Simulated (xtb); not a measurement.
These are GFN2-xTB (xtb 6.7.1) values and carry that method's errors.

```
xtb start.xyz --ohess tight --gfn 2 --chrg 0 --uhf 0 --iterations 400

# start.xyz
4

F     -1.131014    -1.435654    -0.098922
Ga     0.094742    -0.019259     0.315836
F      1.746338    -0.193928    -0.120314
F     -0.710066     1.648840    -0.096600
```

Output:

```
[...]
          :  PC potential                    false          :
          :  electronic temp.          300.0000000     K    :
          :  accuracy                    1.0000000          :
          :  -> integral cutoff          0.2500000E+02      :
          :  -> integral neglect         0.1000000E-07      :
          :  -> SCF convergence          0.1000000E-05 Eh   :
          :  -> wf. convergence          0.1000000E-03 e    :
          :  Broyden damping             0.4000000          :
          :  net charge                          0          :
          :  unpaired electrons                  0          :
          ...................................................

 iter      E             dE          RMSdq      gap      omega  full diag
   1    -15.5510930 -0.155511E+02  0.181E-05    3.93       0.0  T
   2    -15.5510930 -0.424549E-12  0.100E-05    3.93    4975.9  T
   3    -15.5510930 -0.799361E-13  0.514E-06    3.93    9726.1  T

   *** convergence criteria satisfied after 3 iterations ***

         #    Occupation            Energy/Eh            Energy/eV
      -------------------------------------------------------------
         1        2.0000           -0.8812195             -23.9792
       ...           ...                  ...                  ...
         6        2.0000           -0.5716302             -15.5548
         7        2.0000           -0.5642360             -15.3536
         8        2.0000           -0.5630805             -15.3222
         9        2.0000           -0.5630662             -15.3218
        10        2.0000           -0.5560365             -15.1305
        11        2.0000           -0.5560290             -15.1303
        12        2.0000           -0.5537345             -15.0679 (HOMO)
        13                         -0.4094071             -11.1405 (LUMO)
        14                         -0.1686223              -4.5884
        15                         -0.0231823              -0.6308
        16                         -0.0231413              -0.6297
        17                         -0.0193169              -0.5256
       ...                                ...                  ...
        21                          0.8844493              24.0671
      -------------------------------------------------------------
                  HL-Gap            0.1443274 Eh            3.9273 eV
             Fermi-level           -0.4815708 Eh          -13.1042 eV


         :::::::::::::::::::::::::::::::::::::::::::::::::::::
         ::                     SUMMARY                     ::
         :::::::::::::::::::::::::::::::::::::::::::::::::::::
         :: total energy             -15.539608156179 Eh    ::
         :: gradient norm              0.000025528573 Eh/a0 ::
         :: HOMO-LUMO gap              3.927348848913 eV    ::
         ::.................................................::
         :: SCC energy               -15.551092852443 Eh    ::
         :: -> isotropic ES            0.056853758149 Eh    ::
         :: -> anisotropic ES          0.001734738877 Eh    ::
         :: -> anisotropic XC         -0.003467866143 Eh    ::
         :: -> dispersion             -0.001258052979 Eh    ::
         :: repulsion energy           0.011484696264 Eh    ::
         :: add. restraining           0.000000000000 Eh    ::
         :: total charge               0.000000000000 e     ::
         :::::::::::::::::::::::::::::::::::::::::::::::::::::

           -------------------------------------------------
          |                Numerical Hessian                |
           -------------------------------------------------
step length          :   0.00500
SCC accuracy         :   0.30000
Hessian scale factor :   1.00000
frozen atoms in %    :   0.00000    0
RMS gradient         :   0.00003
estimated CPU  time      0.00 min
estimated wall time      0.00 min

writing file <hessian>.

 projected vibrational frequencies (cm⁻¹)
eigval :       -0.00    -0.00    -0.00     0.00     0.00     0.00
eigval :      108.74   108.77   143.52   412.16   500.87   500.96
           -------------------------------------------------
          |                Property Printout                |
           -------------------------------------------------

    * Orbital Energies and Occupations

         #    Occupation            Energy/Eh            Energy/eV
      -------------------------------------------------------------
         1        2.0000           -0.8812194             -23.9792
         2        2.0000           -0.8679792             -23.6189
         3        2.0000           -0.8679754             -23.6188
         4        2.0000           -0.6407648             -17.4361
         5        2.0000           -0.5716317             -15.5549
         6        2.0000           -0.5716302             -15.5548
         7        2.0000           -0.5642360             -15.3536
         8        2.0000           -0.5630805             -15.3222
         9        2.0000           -0.5630662             -15.3218
        10        2.0000           -0.5560365             -15.1305
        11        2.0000           -0.5560290             -15.1303
        12        2.0000           -0.5537345             -15.0679 (HOMO)
        13                         -0.4094071             -11.1405 (LUMO)
        14                         -0.1686223              -4.5884
        15                         -0.0231823              -0.6308
        16                         -0.0231413              -0.6297
        17                         -0.0193169              -0.5256
        18                         -0.0192255              -0.5232
        19                          0.2416656               6.5761
        20                          0.8842927              24.0628
        21                          0.8844493              24.0671
      -------------------------------------------------------------
                  HL-Gap            0.1443274 Eh            3.9273 eV
             Fermi-level           -0.4815708 Eh          -13.1042 eV

     #   Z          covCN         q      C6AA      α(0)
     1   9 F        0.693    -0.132    10.572     3.839
     2  31 Ga       2.080     0.397   208.784    32.406
     3   9 F        0.693    -0.132    10.573     3.839
     4   9 F        0.693    -0.132    10.573     3.839
Molecule has the following symmetry elements: (C3) 3*(C2) (S3) 4*(sigma)
It seems to be the D3h point group

 Mol. C6AA /au·bohr⁶  :        544.818847
 Mol. C8AA /au·bohr⁸  :      35664.143894
 Mol. α(0) /au        :         43.922673

Wiberg/Mayer (AO) data.
largest (>0.10) Wiberg bond orders for each atom

 ---------------------------------------------------------------------------
     #   Z sym  total        # sym  WBO       # sym  WBO       # sym  WBO
 ---------------------------------------------------------------------------
     1   9 F    1.425 --     2 Ga   1.175     4 F    0.125     3 F    0.125
     2  31 Ga   3.524 --     1 F    1.175     3 F    1.175     4 F    1.175
     3   9 F    1.425 --     2 Ga   1.175     4 F    0.125     1 F    0.125
     4   9 F    1.425 --     2 Ga   1.175     3 F    0.125     1 F    0.125
 ---------------------------------------------------------------------------

Topologies differ in total number of bonds
Writing topology from bond orders to xtbtopo.mol

molecular dipole:
                 x           y           z       tot (Debye)
 q only:       -0.000      -0.000       0.000
   full:       -0.000      -0.000       0.000       0.001
molecular quadrupole (traceless):
                xx          xy          yy          xz          yz          zz
 q only:       -1.063      -0.000      -1.064       0.027      -0.006       2.126
  q+dip:       -1.573      -0.001      -1.574       0.041      -0.009       3.147
   full:       -3.106      -0.002      -3.108       0.080      -0.017       6.214

           -------------------------------------------------
          |                Geometry Summary                 |
           -------------------------------------------------

      molecular mass/u    :      126.7182755
   center of mass at/Å    :       -0.0000317      -0.0000475       0.0000003
  moments of inertia/u·Å² :        0.8550968E+02   0.8553866E+02   0.1710483E+03
rotational constants/cm⁻¹ :        0.1971430E+00   0.1970762E+00   0.9855479E-01

 * 3 selected distances

     #   Z          #   Z                                           value/Å
     1   9 F        2  31 Ga                                      1.7323257 (min)
     2  31 Ga       3   9 F                                       1.7323742
     2  31 Ga       4   9 F                                       1.7324053 (max)

 * 1 distinct bonds (by element types)

   Z      Z             #   av. dist./Å        max./Å        min./Å
   9 F   31 Ga          3     1.7323684     1.7324053     1.7323257

           -------------------------------------------------
          |               Frequency Printout                |
           -------------------------------------------------
 projected vibrational frequencies (cm⁻¹)
eigval :       -0.00    -0.00    -0.00     0.00     0.00     0.00
eigval :      108.74   108.77   143.52   412.16   500.87   500.96
 reduced masses (amu)
   1: 39.77   2: 40.80   3: 42.44   4: 24.05   5: 23.97   6: 26.69   7: 27.01   8: 27.00
   9: 41.81  10: 19.00  11: 33.81  12: 33.81
 IR intensities (km·mol⁻¹)
   1:  0.00   2:  0.00   3:  0.00   4:  0.00   5:  0.00   6:  0.00   7: 23.01   8: 23.00
   9: 41.68  10:  0.00  11: 53.43  12: 53.43
 Raman intensities (Ä⁴*amu⁻¹)
   1:  0.00   2:  0.00   3:  0.00   4:  0.00   5:  0.00   6:  0.00   7:  0.00   8:  0.00
   9:  0.00  10:  0.00  11:  0.00  12:  0.00
 output can be read by thermo (or use thermo option).
 writing <g98.out> molden fake output.
 recommended (thermochemical) frequency scaling factor: 1.0
           -------------------------------------------------
          |             Thermodynamic Functions             |
           -------------------------------------------------

d3h symmetry found (for desy threshold:  0.10E+00) used in thermo

          ...................................................
          :                      SETUP                      :
          :.................................................:
          :  # frequencies                           6      :
          :  # imaginary freq.                       0      :
          :  linear?                             false      :
          :  only rotor calc.                    false      :
          :  symmetry                              d3h      :
          :  rotational number                       6      :
          :  scaling factor                  1.0000000      :
          :  rotor cutoff                   50.0000000 cm⁻¹ :
          :  imag. cutoff                  -20.0000000 cm⁻¹ :
          :.................................................:

    mode    ω/cm⁻¹     T·S(HO)/kcal·mol⁻¹    T·S(FR)/kcal·mol⁻¹   T·S(vib)
   ------------------------------------------------------------------------
       1    108.74    -0.98130 ( 95.72%)    -0.82599 (  4.28%)    -0.97465
       2    108.77    -0.98115 ( 95.73%)    -0.82591 (  4.27%)    -0.97452
       3    143.52    -0.82183 ( 98.55%)    -0.74388 (  1.45%)    -0.82070
   ------------------------------------------------------------------------

   temp. (K)  partition function   enthalpy   heat capacity  entropy
                                   cal/mol     cal/K/mol   cal/K/mol   J/K/mol
 298.15  VIB   16.8                 1779.188      9.640     11.521
         ROT  0.142E+05              888.752      2.981     21.987
         INT  0.239E+06             2667.941     12.620     33.508
         TR   0.138E+28             1481.254      4.968     40.406
         TOT                        4149.1946    17.5886    73.9137   309.2551

       T/K    H(0)-H(T)+PV         H(T)/Eh          T*S/Eh         G(T)/Eh
   ------------------------------------------------------------------------
    298.15    0.661216E-02    0.106559E-01    0.351188E-01   -0.244629E-01
   ------------------------------------------------------------------------

         :::::::::::::::::::::::::::::::::::::::::::::::::::::
         ::                  THERMODYNAMIC                  ::
         :::::::::::::::::::::::::::::::::::::::::::::::::::::
         :: total free energy         -15.564071018415 Eh   ::
         ::.................................................::
         :: total energy              -15.539608156179 Eh   ::
         :: zero point energy           0.004043777058 Eh   ::
         :: G(RRHO) w/o ZPVE           -0.028506639295 Eh   ::
         :: G(RRHO) contrib.           -0.024462862237 Eh   ::
         :::::::::::::::::::::::::::::::::::::::::::::::::::::

optimized geometry written to: xtbopt.xyz

           -------------------------------------------------
          | TOTAL ENERGY              -15.539608156179 Eh   |
          | TOTAL ENTHALPY            -15.528952216711 Eh   |
          | TOTAL FREE ENERGY         -15.564071018415 Eh   |
          | GRADIENT NORM               0.000025532108 Eh/α |
          | HOMO-LUMO GAP               3.927348797264 eV   |
           -------------------------------------------------

------------------------------------------------------------------------
```

Cost: very roughly 0.15 core-seconds.
